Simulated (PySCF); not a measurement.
An unknown is described by computed data only.

Formula: C3H9NOSi.

- UV, strongest line: among the 10 lowest singlet transitions: S2 at 6.15 eV (202 nm, f = 0.163) [TDDFT PBE0/def2-SVPD]
- 13C NMR: chemical shifts (computed TMS as zero) by class: 169.9 (1 C), 39.6 (1 C), 29.4 (1 C) ppm [GIAO KT2/pcSseg-2]
- UV, first state: lowest singlet excitation: 4.85 eV (256 nm, f = 0.004) [TDDFT PBE0/def2-SVPD]
- 1H NMR: chemical shifts (computed TMS as zero) by class: 4.39 (3 H), 2.96 (3 H), 2.94 (3 H) ppm [GIAO KT2/pcSseg-2]
- Valence photoelectron: vertical ionisation energy: 8.98 eV [ΔSCF PBE0/def2-SVPD]
- Rotational structure: rotational constants A, B, C: 4.355, 2.136, 1.485 GHz [PBE0-D3(BJ)/def2-SVP]
- Dipole: 3.72 D [PBE0/def2-SVPD]

Electronic properties: PySCF, gas phase, density fitting. Levels stand in brackets. Geometry: PBE0-D3(BJ)/def2-SVP, one conformer, isolated molecule. NMR values are class means; diastereotopic atoms form classes of their own.

Q: Give a SMILES that accounts for the data.

A: Numbering: `[CH3:1][N:2]([CH3:3])[C:4](=[O:5])[SiH3:6]`. Its formula, C3H9NOSi, gives 1 degree of unsaturation: 0 rings and 1 π bond in the structure found. 3 carbons fall into 3 classes; from least to most shielded: carbonyl carbon [C4] (169.9 ppm), N-methyl carbon [C1] (39.6 ppm), N-methyl carbon [C3] (29.4 ppm). Hydrogen classes from least to most shielded: 3 H on an SiH3 silicon, Si6 (4.39 ppm, a mean of values up to 0.7 ppm apart in this geometry), 3 H on an N-methyl carbon, C1 (2.96 ppm), 3 H on an N-methyl carbon, C3 (2.94 ppm, a mean of values up to 3.2 ppm apart in this geometry). The first electron is taken from the HOMO, whose largest Löwdin shares are 0.58 on the carbonyl oxygen, 0.14 on the carbonyl carbon, 0.12 on the SiH3 silicon and 0.06 on the nitrogen bound to a carbonyl carbon. By its constants the optimised geometry is an asymmetric top. Structure: `CN(C)C(=O)[SiH3]`. Computed isomers that give other values at the same levels: `CN(C)[SiH2]C=O` (rotational constant A: 5.966 GHz; this holds for the one conformer computed). The assignments are read from this structure; whether some other isomer fits the data as well wasn't checked.

Shape of the structure used: `[CH3:1][N:2]([CH3:3])[C:4](=[O:5])[SiH3:6]`: C1–N2–C4–O5 179°.
